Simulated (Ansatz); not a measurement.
`CBC[SiH2]C`, relaxed with RKS PBE-D4/def2-SVP in the Gaussian-basis code of Ansatz from a rough embedded geometry. The force threshold is 0.03 eV/Å; the program also tests the step.

Total charge 0; spin multiplicity 1.

Start:

```xyz
16

C     0.493    0.052    2.725
B     0.593    0.758    1.377
C    -0.470    0.465    0.262
Si    0.434   -0.204   -1.340
C    -0.845   -0.534   -2.610
H     1.337    0.319    3.425
H     0.591   -1.089    2.575
H    -0.442    0.228    3.218
H     1.436    1.510    1.162
H    -0.997    1.411   -0.057
H    -1.245   -0.271    0.578
H     1.385    0.747   -1.789
H     1.077   -1.509   -0.874
H    -1.388    0.377   -2.873
H    -0.354   -0.945   -3.510
H    -1.604   -1.314   -2.270
```

| step | energy (eV) | largest force (eV/Å) | largest move (Å) |
| --- | --- | --- | --- |
| 1 | -11829.0194 | 2.890 | 0.000 |
| 2 | -11829.3686 | 0.789 | 0.137 |
| 3 | -11829.4125 | 0.536 | 0.093 |
| 4 | -11829.4265 | 0.135 | 0.058 |
| 5 | -11829.4297 | 0.077 | 0.015 |
| 6 | -11829.4399 | 0.058 | 0.200 |
| 7 | -11829.4424 | 0.154 | 0.150 |
| 8 | -11829.4553 | 0.073 | 0.200 |
| 9 (rejected) | -11829.4420 | 0.617 | 0.195 |
| 10 | -11829.4611 | 0.102 | 0.098 |
| 11 | -11829.4654 | 0.148 | 0.096 |
| 12 | -11829.4674 | 0.155 | 0.068 |
| 13 | -11829.4701 | 0.106 | 0.058 |
| 14 (rejected) | -11829.4649 | 0.345 | 0.200 |
| 15 (rejected) | -11829.4535 | 0.340 | 0.100 |
| 16 | -11829.4723 | 0.024 | 0.050 |
| 17 | -11829.4731 | 0.081 | 0.073 |
| 18 | -11829.4739 | 0.038 | 0.038 |
| 19 | -11829.4743 | 0.024 | 0.036 |
| 20 | -11829.4745 | 0.033 | 0.046 |
| 21 | -11829.4746 | 0.026 | 0.017 |

End:

```xyz
16

C     0.616   -0.114    2.592
B     0.349    0.890    1.415
C    -0.641    0.610    0.253
Si    0.366   -0.226   -1.142
C    -0.751   -0.613   -2.619
H     1.704   -0.264    2.769
H     0.118   -1.100    2.505
H     0.249    0.373    3.528
H     0.984    1.938    1.398
H    -1.070    1.520   -0.217
H    -1.446   -0.116    0.498
H     1.486    0.683   -1.577
H     0.984   -1.500   -0.623
H    -1.203    0.315   -3.025
H    -0.172   -1.099   -3.430
H    -1.573   -1.297   -2.324
```

Hardware: 4 threads of an AMD EPYC 7R13 on a shared host. Wall time 23 s, peak host memory 0.19 GiB.
